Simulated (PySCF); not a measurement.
Cl₃Y, SMILES [Cl][Y-]([Cl])[Cl] (connectivity only; charge and spin as stated), charge -1, multiplicity 2.

Geometry optimised at B3LYP-D3(BJ)/def2-SVPD. The spin state was assumed, not searched. The def2 effective core potentials stand for the cores of Y; spin–orbit coupling is left out.

Calculation: B3LYP-D3(BJ)/def2-SVPD run with PySCF 2.14.0.

Frequencies are harmonic and unscaled.

Modes within 1.5 cm⁻¹ of each other (mostly degenerate sets) share a row, with their intensities summed.

Computed vibrational spectrum:
| mode | ν (cm⁻¹) | IR (km/mol) | moving atoms (share of kinetic energy) |
|---|---|---|---|
| 1 | 35 | 0.2 | Y 54 %, Cl 46 % |
| 2–3 | 68 | 5.0 | Cl 85 %, Y 15 % |
| 4 | 263 | 0.0 | Cl 100 % |
| 5–6 | 306 | 187.9 | Cl 60 %, Y 40 % |
